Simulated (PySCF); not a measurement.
## Mo²⁺: excitation energy

Mo²⁺ [Kr] 4d4 (5D) → Mo²⁺ [Kr] 4d3 5p1 (high-spin determinant), as a difference of total energies. All numbers are calculated (PySCF 2.14, the spin-free X2C one-electron Hamiltonian (Gaussian nucleus), in x2c-TZVPPall with one added diffuse shell each of s, p, d, f type (9s7p7d3f1g, 95 functions)). Correlated levels: valence: [Kr] frozen; valence and next inner shell: [Ar] 3d10 frozen. The calculations carry no spin-orbit coupling.

| method | excitation energy (cm⁻¹) |
| --- | --- |
| UHF | 74096 |
| LDA | 75617 |
| PBE | 74901 |
| PBE0 | 76128 |
| r2SCAN | 75416 |
| LC-wPBE | 77990 |
| PBEsol | 75467 |
| CAM-B3LYP | 75620 |
| M06-L | 77086 |
| MP2 (valence) | 76094 |
| SCS-MP2 (valence) | 74762 |
| MP2 (valence and next inner shell) | 77512 |
| SCS-MP2 (valence and next inner shell) | 76443 |

A first-order spin-orbit estimate (lowest level to lowest level, LS coupling) adds -0.157 eV.

The determinant of the upper state mixes LS terms, which raises its energy above the lowest term, most at the Hartree-Fock and MP2 levels.
